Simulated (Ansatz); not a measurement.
`CBCC` + H₂O → `CCBO` + CH₄ at 600 K and 1 bar (formal hydrolysis of a B–C bond).

Program: Ansatz. Geometries: PBE0-D4/def2-TZVP. ΔE: electronic, gas phase. CCSD(T)/CBS is the MP2 limit (def2-TZVPP, def2-QZVPP) plus CCSD(T) − MP2 in def2-TZVPP, frozen cores. This one scheme is used for every species. Each species was taken in one conformer, which may not be the lowest.

```json
{"species": "`CBCC`", "CCSD(T)/CBS energy (Eh)": "-144.37049", "H − E (kJ/mol)": "357.3", "S (J/(mol·K))": "415.5"}
{"species": "H₂O", "CCSD(T)/CBS energy (Eh)": "-76.37941", "H − E (kJ/mol)": "76.8", "S (J/(mol·K))": "212.8"}
{"species": "`CCBO`", "CCSD(T)/CBS energy (Eh)": "-180.34035", "H − E (kJ/mol)": "296.4", "S (J/(mol·K))": "385.0"}
{"species": "CH₄", "CCSD(T)/CBS energy (Eh)": "-40.46206", "H − E (kJ/mol)": "140.4", "S (J/(mol·K))": "215.7"}
```

H − E and S are ideal-gas, rigid-rotor, harmonic terms from PBE0-D4/def2-TZVP, for one conformer and one mirror image of each species. 1 Eh = 2625.50 kJ/mol, R = 8.31446 J/(mol·K).

By hand: ΔE, ΔH, ΔS and ΔG.

ΔE = (-180.34035) + (-40.46206) − (-144.37049) − (-76.37941) = -0.05251 Eh = -137.9 kJ/mol. Δ(H − E) = 296.4 + 140.4 − 357.3 − 76.8 = 2.7, so ΔH = -135.2 kJ/mol. ΔS = 385.0 + 215.7 − 415.5 − 212.8 = -27.6 J/(mol·K). ΔG = -135.2 − 600 × (-27.6)/1000 = -118.6 kJ/mol.

By hand: the equilibrium constant, and the temperature at which ΔG would vanish if ΔH and ΔS stayed fixed.

log₁₀ K = −ΔG/(RT ln 10) = 10.3. ΔG = 0 at ΔH/ΔS = 4899 K, far beyond where these terms or the molecules hold.

ΔH outweighs TΔS. A doubt of 5 kJ/mol in ΔE shifts log₁₀ K by 0.4 here. Other conformers and mirror images would add mixing entropy, several J/(mol·K) or more a flexible species. Modes under 60 cm⁻¹, often nearly free rotors, make the harmonic entropy too high. These are equilibria of isolated gas molecules and say nothing of rates. Largest T1 diagnostic: 0.011 (customary marks: 0.02 for closed shells, 0.045 for open ones).
